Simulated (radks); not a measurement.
Au13+, configuration [Kr] 4d10 4f14 5s2 5p4. All-electron calculation, scalar-relativistic Kohn-Sham, LB94 model potential, spin-polarised, spherical densities, finite nucleus; open shells are filled with parallel spins first (spin-orbit coupling, left out, can overturn this in heavy ions); Fermi nuclear charge, rms radius 5.4371 fm. Program: a radial shooting solver on a logarithmic mesh with Libxc functionals.

Normalised radial functions P(r) = r R(r), r in bohr:

```
   r/bohr * 4d down, o 5s up, + 4f down (the largest magnitude, 1.65, reaches the edge; | marks zero, & curves that meet)
0.0008358                             &o
0.0009499                             &o
 0.001088                             & o
 0.001247                             & o
 0.001429                             & o
 0.001624                             & o
  0.00186                             & o
 0.002131                             & o
 0.002442                             &  o
 0.002797                             &  o
 0.003179                             &  o
 0.003642                             &  o
 0.004173                             &  o
 0.004781                             &   o
 0.005434                             &   o
 0.006225                             &   o
 0.007132                             &   o
 0.008171                             &   o
 0.009362                             &   o
  0.01064                             &  o
  0.01219                             &  o
  0.01397                             & o
    0.016                             +*o
  0.01819                             +&
  0.02083                             &*
  0.02387                           o + *
  0.02735                          o  + *
  0.03133                         o   +  *
  0.03561                        o    +   *
   0.0408                       o     +    *
  0.04674                       o     +      *
  0.05355                        o    |+      *
  0.06086                         o   |+        *
  0.06973                           o | +         *
  0.07989                             o +           *
  0.09153                             |  &           *
   0.1049                             |    +o         *
   0.1192                             |     + o      *
   0.1365                             |       &     *
   0.1564                             |      o  *+
   0.1792                             |    &       +
   0.2037                            *o               +
   0.2334                     *  o    |                  +
   0.2674              *     o        |                    +
   0.3063        *        o           |                      +
   0.3509    *            o           |                       +
   0.3989  *                  o       |                       +
    0.457   *                       o |                      +
   0.5236      *                      |    o               +
   0.5998          *                  |            o    +
   0.6817              *              |              +  o
    0.781                   *         |           +        o
   0.8948                       *     |        +           o
    1.025                          *  |     +           o
    1.175                           * |   +         o
    1.335                            *| +      o
    1.529                             *+   o
    1.752                             *+ o
    2.007                             &o
    2.282                             &
    2.614                             &
    2.995                             &
```

4d down: eigenvalue -591.14 eV, 1 radial node at r = 0.200 bohr, <r> = 0.457 bohr, 90 % of the charge inside 0.680 bohr. 5s up: eigenvalue -358.03 eV, 4 radial nodes at r = 0.0198, 0.0794, 0.206, 0.476 bohr, <r> = 0.871 bohr, 90 % of the charge inside 1.23 bohr. 4f down: eigenvalue -345.24 eV, 0 radial nodes, <r> = 0.484 bohr, 90 % of the charge inside 0.770 bohr.
